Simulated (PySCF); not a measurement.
Two species compared at the same levels of theory.

First species: C7H14F2Si.
SMILES: `CC(C)(C)[C@H]([SiH3])/C(F)=C/F`

Second species: C9H6FP.
Structure used (GFN2-xTB), in Å, numbered top down from 1:
```xyz
17
C9H6FP angstrom
F      2.157   -2.013   -0.360
C      1.774   -0.723   -0.192
C      2.756    0.214   -0.150
P      2.471    1.933    0.061
C      0.764    1.941    0.167
C     -0.099    0.834    0.097
C     -1.496    1.022    0.204
C     -2.363   -0.033    0.143
C     -1.879   -1.338   -0.030
C     -0.534   -1.560   -0.139
C      0.382   -0.492   -0.079
H      3.780   -0.119   -0.251
H      0.299    2.911    0.305
H     -1.868    2.027    0.337
H     -3.427    0.132    0.227
H     -2.573   -2.163   -0.075
H     -0.152   -2.561   -0.273
```

Levels: PBE0/pcSseg-1 for dipole moment, HOMO energy, LUMO energy and HOMO–LUMO gap; GFN2-xTB for rotational constant A and rotational constant C. Geometries: GFN2-xTB. Each structure is a single optimised conformer of the isolated species, non-relativistic unless stated; the electronic structure was computed with PySCF and density fitting.

The conformers computed, where there is a choice (atom-mapped SMILES and torsion angles):
- `[CH3:1][C:2]([CH3:3])([CH3:4])[C@H:5]([SiH3:6])/[C:7]([F:8])=[CH:9]/[F:10]`: C1–C2–C5–Si6 169°, C2–C5–C7–F8 67°

(1) Which has the higher LUMO energy?

(2) Which of the two has the higher rotational constant A, and by how much?

(3) Which of the two has the higher rotational constant C, and by how much?

(4) Which of the two has the higher HOMO–LUMO gap, and by how much?

(5) Which has the higher dipole moment?

(6) Which of the two has the higher HOMO energy, and by how much?

Results:

(1) The first: 0.24 eV against -2.01 eV, a difference of 2.25 eV.

(2) The second: 1.613 GHz against 1.421 GHz, a difference of 0.192 GHz.

(3) The first: 0.657 GHz against 0.581 GHz, a difference of 0.076 GHz.

(4) The first: 7.26 eV against 4.66 eV, a difference of 2.60 eV.

(5) The first: 2.71 D against 2.10 D, a difference of 0.61 D.

(6) The second: -6.67 eV against -7.02 eV, a difference of 0.35 eV.

On the first: A dipole of 2.71 D is allowed in C1, and pure rotational transitions are dipole-allowed. In atomic units the dipole is 1.07 e·bohr (1 au = 2.5417 D).

On the second: The dipole equals about 7.0 × 10⁻³⁰ C·m (1 D = 3.33564 × 10⁻³⁰ C·m). A dipole of 2.10 D is allowed in Cs, and pure rotational transitions are dipole-allowed.
